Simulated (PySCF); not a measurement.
H2SZn. Atoms are numbered in the order given.

```xyz
4

Zn     0.0008     0.7451     0.0000
H      0.0275     2.2763     0.0000
S     -0.0819    -1.4414     0.0000
H      1.2580    -1.5663     0.0000
```
Charge 0, spin multiplicity 1.

Geometry: B3LYP-D3(BJ)/def2-TZVP.

Calculation: PySCF with TDDFT-PBE0/def2-TZVPD.

Vertical excitations. Isolated molecule, no solvent. State labels are in the subgroup Cs.

Computed lowest excited states:
| state | symmetry | energy (eV) | λ (nm) | f | main pairs |
|---|---|---|---|---|---|
| S1 | A" | 5.14 | 241 | 0.001 | HOMO→LUMO 98 % |
| S2 | A" | 5.54 | 224 | 0.053 | HOMO→LUMO+2 99 % |
| S3 | A' | 5.78 | 215 | 0.022 | HOMO→LUMO+1 89 % |
| S4 | A' | 6.19 | 200 | 0.011 | HOMO−1→LUMO 93 % |
| S5 | A" | 6.38 | 194 | 0.000 | HOMO→LUMO+3 85 % |
| S6 | A" | 6.52 | 190 | 0.009 | HOMO−1→LUMO+1 95 % |
| S7 | A' | 7.05 | 176 | 0.343 | HOMO−1→LUMO+2 77 % |
| S8 | A" | 7.38 | 168 | 0.000 | HOMO→LUMO+4 77 %, HOMO→LUMO+7 20 % |
| S9 | A" | 7.51 | 165 | 0.003 | HOMO→LUMO+6 86 % |
| S10 | A' | 7.62 | 163 | 0.009 | HOMO→LUMO+5 94 % |
| T1 | A" | 5.00 | 248 | 0 | HOMO→LUMO 92 % |
| T2 | A" | 5.14 | 241 | 0 | HOMO→LUMO+2 95 % |
| T3 | A' | 5.21 | 238 | 0 | HOMO→LUMO+1 95 % |
| T4 | A' | 5.75 | 216 | 0 | HOMO−1→LUMO 82 % |
Triplets are in the Tamm–Dancoff approximation, which puts them higher than full response would, so one can lie above its singlet here.
